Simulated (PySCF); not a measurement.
Removing the step error of a finite difference

System: CH5GeNO, singlet, at a GFN2-xTB geometry, atoms displaced at random by about 0.03 Å a coordinate. Level: HF/6-31G, gradient (PySCF). Sums are taken with unrounded values, so a last digit can differ.

Central differences of the energy along y of atom 2 gave a gradient component of -0.004104 Eh/bohr at step 0.05 and -0.004127 Eh/bohr at step 0.2 (atomic units).

Task: Extrapolate to zero step.

Result: The leading error of a symmetric difference goes as h², so A(h) = A0 + c h². Then c = (-0.004127 - (-0.004104))/(0.2² - 0.05²) = -0.000592 (atomic units) and A0 = -0.004104 - c × 0.05² = -0.004103 Eh/bohr. The analytic value from the same program and level is -0.004103 Eh/bohr: the smaller step missed it by -0.000001, the extrapolation by 0.000000.
